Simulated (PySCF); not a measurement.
C4H15BO2Si2, SMILES CC(C)(C)[SiH2][SiH2]B(O)O at its GFN2-xTB optimised geometry (Å):

```
24

C      0.3445    -1.1743     1.2694
C      0.8370    -0.4811     0.0000
C      2.3648    -0.4811     0.0000
C      0.3414     0.9638     0.0000
Si     0.1678    -1.3981    -1.5558
Si    -2.1438    -1.3146    -1.7029
B     -2.9612    -2.8858    -2.5638
O     -2.3499    -3.3440    -3.6780
O     -4.0655    -3.5724    -2.1533
H      0.6895    -2.2059     1.3045
H      0.7200    -0.6630     2.1564
H     -0.7428    -1.1738     1.3141
H      2.7508     0.0225    -0.8835
H      2.7511    -1.4981     0.0066
H      2.7501     0.0344     0.8803
H      0.7134     1.4981     0.8749
H      0.6868     1.4895    -0.8879
H     -0.7464     0.9994     0.0153
H      0.8398    -0.7853    -2.7148
H      0.7106    -2.7687    -1.4835
H     -2.7511    -1.0881    -0.3636
H     -2.5267    -0.0625    -2.3867
H     -2.7631    -4.1099    -4.0842
H     -4.5167    -3.2631    -1.3705
```

Computed with CAM-B3LYP/def2-SVP in PySCF. Cells within 0.4 Å of a nucleus heavier than hydrogen are left out (blank, or x).

Map of the electron localisation function on the plane z = 1.5 Å:

```
|0000000000000000000000000|
|0000000000000000000000000|
|0000000000000000000000000|
|0000000000000000000000000|
|0000000000000000000000000|
|0000000000000121000000000|
|0000000000003898200000000|
|0000000000007999600000000|
|0000000000018999500000000|
|0000000000006998100330000|
|0000000000001331007995000|
|0000000000000000039998100|
|0000000000001220049998200|
|0000000038864773018995000|
|0000000089995385002320000|
|0000000089992x54000000000|
|0000000079986787100000000|
|0000000027637999500000000|
|0000000000018999700000000|
|0000000000018999600000000|
|0000000000005998200000000|
|0000000000000120000000000|
|0000000000000000000000000|
|0000000000000000000000000|
|0000000000000000000000000|
```
Scale: ten equal steps from 0.000 (start of '0') to 0.999 (end of '9'), in the order '0123456789'; x runs from -5.00 to 5.00, y from -5.00 (bottom) to 5.00 (top).
